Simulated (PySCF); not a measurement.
## Field gradients at the hydrogen positions

C₄H₁₁FSi₂.
Geometry (GFN2-xTB, Å), atoms numbered from 1 in this order:
```
atom  x, y, z in Å
C1    -3.443   -0.041    0.326
C2    -2.486   -0.373   -0.519
C3    -1.129   -0.856   -0.119
C4    -0.046    0.130   -0.560
Si5    1.704   -0.424   -0.053
Si6    3.234    1.138   -0.777
F7     4.697    0.497   -0.532
H8    -3.307   -0.123    1.393
H9    -4.402    0.320   -0.006
H10   -2.645   -0.277   -1.586
H11   -0.938   -1.826   -0.585
H12   -1.086   -0.988    0.963
H13   -0.101    0.254   -1.644
H14   -0.270    1.108   -0.129
H15    1.709   -0.608    1.410
H16    1.928   -1.767   -0.617
H17    3.262    1.447   -2.205
H18    3.310    2.394   -0.035
```

Level: PBE0/pcSseg-1 (PySCF, non-relativistic); Q(2H) = 0.00286 b; rigid geometry, the same for H and D, with no vibrational averaging.

Task: Rank these positions by the coupling χzz of a deuteron there, largest first.
A. H8 (vinylic hydrogen)
B. H10 (vinylic hydrogen)
C. H15 (Si–H hydrogen)
D. H13 (methylene hydrogen)
E. H11 (methylene hydrogen)

Result: A (226 kHz), B (217 kHz), D (207 kHz), E (202 kHz), C (105 kHz).

Task: What are Vzz, η and χzz (234.96 MHz × Q × Vzz) at all hydrogens?

Result: 
```tsv
atom	bonded to	bond length (Å)	Vzz (au)	η	χzz (kHz)
H8	C1	1.078	0.3358	0.06	226
H9	C1	1.077	0.3383	0.05	227
H10	C2	1.083	0.3229	0.06	217
H11	C3	1.093	0.3009	0.02	202
H12	C3	1.091	0.3031	0.03	204
H13	C4	1.093	0.3086	0.04	207
H14	C4	1.093	0.3075	0.03	207
H15	Si5	1.474	0.1569	0.02	105
H16	Si5	1.473	0.1571	0.01	106
H17	Si6	1.462	0.1610	0.03	108
H18	Si6	1.461	0.1614	0.03	108
```

Task: Average by the element that carries the hydrogen.

Result: on C: 213 kHz over 7 positions, mean bond length 1.087 Å; on Si: 107 kHz over 4 positions, mean bond length 1.467 Å.

Task: How does χzz go with the bond length over the 7 C–H bonds?

Result: A straight-line fit has a slope of -14.1 kHz for each 0.01 Å, with a correlation coefficient of -0.98, over lengths from 1.077 to 1.093 Å. The longer bonds have the smaller couplings here.

Task: A static deuteron (I = 1) shows a doublet split by (3/2)χ, (3/4)χ(1 + η) and (3/4)χ(1 − η) with the field along z, y and x of the gradient. What are these for H18?

Result: With |χ| = 108.5 kHz and η = 0.029: 163, 84 and 79 kHz, to first order and without motion.

Geometry: GFN2-xTB, one conformer, isolated molecule. GFN2-xTB bond lengths can be off by several hundredths of an ångström, more for odd bonds, and the gradients follow them. With so small a basis the couplings can be 20 % off.
